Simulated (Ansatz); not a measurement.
Basis-set series for `CC(C)[Si]O`. The species carries charge 0 and has multiplicity 1. Geometry: relaxed with PBE0-D4/def2-TZVP. It is one conformer, not always the lowest.

```
functional       basis  functions  energy (Eh)  HOMO (eV)  LUMO (eV)
   PBE0-D4  def2-TZVPP        278   -483.60027      -6.11      -1.54
   PBE0-D4  def2-QZVPP        538   -483.62137      -6.14      -1.60
   ωB97M-V  def2-TZVPP        278   -483.83534      -8.20       0.42
   ωB97M-V  def2-QZVPP        538   -483.85570      -8.24       0.29
```

Problem. Give the rows for def2-SVP. (An estimate is asked.)

Solution. The calculation gave: 
| functional | basis | functions | energy (Eh) | HOMO (eV) | LUMO (eV) |
| --- | --- | --- | --- | --- | --- |
| PBE0-D4 | def2-SVP | 114 | -483.27223 | -6.04 | -1.40 |
| ωB97M-V | def2-SVP | 114 | -483.49654 | -8.11 | 0.67 |

Positive LUMOs are unbound and depend on the basis.

Results of the Gaussian-basis code of Ansatz.
